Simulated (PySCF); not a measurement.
# Molecular orbitals of CsZn

r²SCAN at R = 4.294 Å; Cs def2-SVP with ECP46, Zn def2-SVP; scalar-relativistic core potentials (PySCF 2.14). State: ²Σ⁺ (doublet), unpaired electrons σ ↑. Only the outer orbitals are listed, counted within each symmetry, core potentials removing the inner ones.

| spin | orbital | occ. | ε (eV) | on Cs (%) | main shells (%) |
| --- | --- | --- | --- | --- | --- |
| α | 1δ | 1 | -9.80 | 0 | 100 Zn d |
| α | 1δ | 1 | -9.80 | 0 | 100 Zn d |
| α | 8σ | 1 | -9.79 | 0 | 100 Zn d |
| α | 4π | 1 | -9.79 | 0 | 100 Zn d |
| α | 4π | 1 | -9.79 | 0 | 100 Zn d |
| α | 9σ | 1 | -5.80 | 4 | 96 Zn s |
| α | 10σ | 1 | -2.29 | 95 | 96 Cs s |
| α | 5π | 0 | -0.93 | 85 | 71 Cs p, 15 Zn p, 14 Cs d |
| α | 5π | 0 | -0.93 | 85 | 71 Cs p, 15 Zn p, 14 Cs d |
| α | 11σ | 0 | -0.82 | 71 | 59 Cs p, 31 Zn p, 10 Cs d |
| β | 1δ | 1 | -9.79 | 0 | 100 Zn d |
| β | 1δ | 1 | -9.79 | 0 | 100 Zn d |
| β | 4π | 1 | -9.78 | 0 | 100 Zn d |
| β | 4π | 1 | -9.78 | 0 | 100 Zn d |
| β | 8σ | 1 | -9.78 | 0 | 100 Zn d |
| β | 9σ | 1 | -5.69 | 5 | 95 Zn s |
| β | 10σ | 0 | -1.32 | 95 | 89 Cs s |
| β | 11σ | 0 | -0.76 | 72 | 40 Cs p, 28 Cs s, 27 Zn p |
| β | 5π | 0 | -0.64 | 87 | 86 Cs p, 13 Zn p |

Q: Which are the highest filled and the lowest empty level, where do they sit, and how wide is the gap?

A: Highest filled α 10σ at -2.29 eV (in %: 96 Cs s); lowest empty β 10σ at -1.32 eV (in %: 89 Cs s); the gap at r²SCAN is 0.97 eV.

```
bond order (Mayer)                               : 0.19
⟨S²⟩                                             : 0.752
charge on Cs (Mulliken, basis-dependent)         : -0.04
charge on Cs (Löwdin, basis-dependent)           : -0.17
dipole moment (positive dipole means Cs(−)Zn(+)) : -0.26 D
```

Spin–orbit coupling is left out. The state is the lowest determinant that a PBE0 search found; another state may lie lower at other levels.
